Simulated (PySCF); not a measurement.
## Computed properties of Ge(F)3(OH) (F3GeHO), SMILES [Ge]([F])([OH])([F])[F]

F₃GeHO, SMILES [OH][Ge]([F])([F])[F]. The structure is a stationary point at PBE0-D3(BJ)/def2-SVP. Other conformers were not sampled. All values are computed for the isolated molecule unless a solvent is named; none is compared with measurement here.

**Structure.** The optimised structure has Cs symmetry. All 12 harmonic modes at PBE0-D3(BJ)/def2-SVP (PySCF) are real, so it is a minimum. With heavy atoms numbered as in [OH:1][Ge:2]([F:3])([F:4])[F:5], the shortest bond between them is Ge2–F4 at 1.701 Å and the longest O1–Ge2 at 1.730 Å.

**Vibrations.** The strongest infrared lines (harmonic, unscaled, degenerate partners summed) lie at 805 cm⁻¹ (152 km/mol, O 58 %, Ge 24 %, F 16 %), 3894 cm⁻¹ (142 km/mol, H 94 %), 783 cm⁻¹ (97 km/mol, F 74 %, Ge 26 %). The softest mode is at 71 cm⁻¹ and the zero-point energy is 13.1 kcal/mol.

**Electronic structure.** ωB97X/def2-TZVP (PySCF) places the frontier levels at -13.28 and 0.89 eV, a gap of 14.17 eV, and gives a dipole moment of 2.28 D and a mean polarisability of 27.6 bohr³. PBE/def2-TZVP (PySCF) at the same geometry gives -8.80 and -2.42 eV, so its gap is 7.79 eV narrower. An orbital gap is neither the optical nor the fundamental gap.

**Excitations.** TDDFT-ωB97X/def2-SVPD (PySCF) has S1 at 7.94 eV (156 nm, f = 0.033, weak); the most intense of the 10 singlets computed lies at 9.05 eV (f = 0.12). T1 (TDA) is at 7.40 eV. TDDFT-PBE/def2-SVPD (PySCF) puts S1 at 6.48 eV. No vertical singlet excitation falls in the visible range (under 3.1 eV).

**NMR.** GIAO shifts at B3LYP/pcSseg-1 (PySCF) (non-relativistic, atoms alike by connectivity averaged): ¹H at 2.6 ppm against TMS; ¹⁹F at -167.6 ppm against CFCl3.
